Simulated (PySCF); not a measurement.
H3Cl2FOSi2 (SMILES F[SiH2]O[SiH](Cl)Cl), singlet, geometry from GFN2-xTB, atoms displaced at random by about 0.08 Å a coordinate; PBE0/STO-3G, gradient run with PySCF.

PySCF was given this input:
```python
from pyscf import gto, scf, dft

mol = gto.M(
    atom='''
Si   -2.26595223    0.45435432   -0.00023334
F    -3.08713550   -0.56382963   -0.94271625
O    -0.51978722    0.00428526   -0.15429627
Si    0.76823739   -0.54901110   -0.18996092
Cl    1.58804583   -0.50572706    1.77740948
Cl    1.93080600    0.87958647   -1.07413919
H    -2.54735206    0.40658272    1.36742623
H    -2.35937965    1.74720135   -0.69745771
H     0.89296010   -1.72829929   -0.88257026
''',
    basis='sto-3g',
    verbose=3,
)

mf = dft.RKS(mol)
mf.xc = 'pbe0'
mf.grids.level = 0
mf.kernel()
g = mf.nuc_grad_method()
g.grid_response = True
grad = g.kernel()
```

What the program printed (banner, timings and long lists left out):

```
converged SCF energy = -1656.55681928001
--------------- RKS gradients ---------------
         x                y                z
0 Si    -0.0931626779    -0.0065410428     0.0431245295
1 F     0.0102202802     0.0154103961     0.0021534849
2 O     0.3171137185    -0.1019941254    -0.0136306074
3 Si    -0.2021448227     0.0524805508    -0.0307702212
4 Cl    -0.0004463814     0.0132109203    -0.0004948433
5 Cl    -0.0284473681    -0.0205078525     0.0247900878
6 H     0.0086897276     0.0009250703    -0.0254004338
7 H    -0.0008655497     0.0058768066    -0.0145406238
8 H    -0.0109569265     0.0411392766     0.0147686274
----------------------------------------------
```
